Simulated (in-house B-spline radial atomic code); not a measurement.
RPA and G0W0 on HSE06: Ne⁷⁺

Configuration [He] 2s1, highest spin, mean-field start HSE06. Computed with an all-electron radial atomic-structure program (B-spline basis): all electrons, non-relativistic, point nucleus, each spin shell either full or empty, empty states to l = 9 with an (l + 1/2)⁻⁴ tail; G0W0 by contour deformation at full frequency.

Command:
```bash
python run_gw.py task.json out
```
Settings (radii: box in bohr, nucleus in fm):
```
Z                        10
electrons                3
configuration            [He] 2s1
hamiltonian              nr
method                   hse06
lmax                     9
spin_polarised           True
box_radius               8.41
intervals                44
ion_configuration        1s2
```

Run time, properties included: 1.3 s on 1 thread of Arm Neoverse N1, on a shared host.

Energies (hartree):

```csv
term,value
mean-field total,-102.62553
Hartree-Fock functional on these orbitals,-102.63007
direct second order,-0.17243
second-order exchange,0.12074
SOSEX correction,0.10379
```

Question: What is the RPA correlation energy, and what remains with SOSEX?

Answer: RPA gives -0.1537 hartree (-1.39 eV per electron); RPA + SOSEX gives -0.049911, and the second-order doubles -0.051696 hartree (no singles). SOSEX takes back 68 % of the RPA value.

Quasi-particle levels (eV):

```json
{"level": "2s up", "occupied": "yes", "mean field": "-228.84", "Σx - vxc": "-9.84", "Σc": "?", "QP weight": "?", "G0W0": "?"}
{"level": "1s down", "occupied": "yes", "mean field": "-1100.02", "Σx - vxc": "-45.34", "Σc": "2.83", "QP weight": "0.979", "G0W0": "-1142.53"}
{"level": "1s up", "occupied": "yes", "mean field": "-1102.90", "Σx - vxc": "-47.24", "Σc": "2.74", "QP weight": "0.950", "G0W0": "-1147.40"}
{"level": "2s down", "occupied": "no", "mean field": "-211.67", "Σx - vxc": "8.72", "Σc": "-3.98", "QP weight": "0.926", "G0W0": "-206.92"}
```

G0W0 = mean field + (Σx - vxc) + Σc, with Σc (partial-wave tail included) taken at the quasi-particle energy.

Question: Where does G0W0 put 2s up?

Answer: At -240.88 eV, with Σc = -2.20 eV and a quasi-particle weight of 0.968. The tabulated removal energy is 239.097 ± 0.0019 eV (NIST, semi-empirical).

Question: What does it cost to remove one electron (to 1s2) by differences of total energies, each species on its own start (correlation terms add to the Hartree-Fock functional)?

Answer: HSE06 239.39 eV, Hartree-Fock functional 238.64 eV, + RPA 240.36 eV, + RPA + SOSEX 238.77 eV, + second order 238.78 eV. Tabulated: 239.097 ± 0.0019 eV (NIST, semi-empirical).
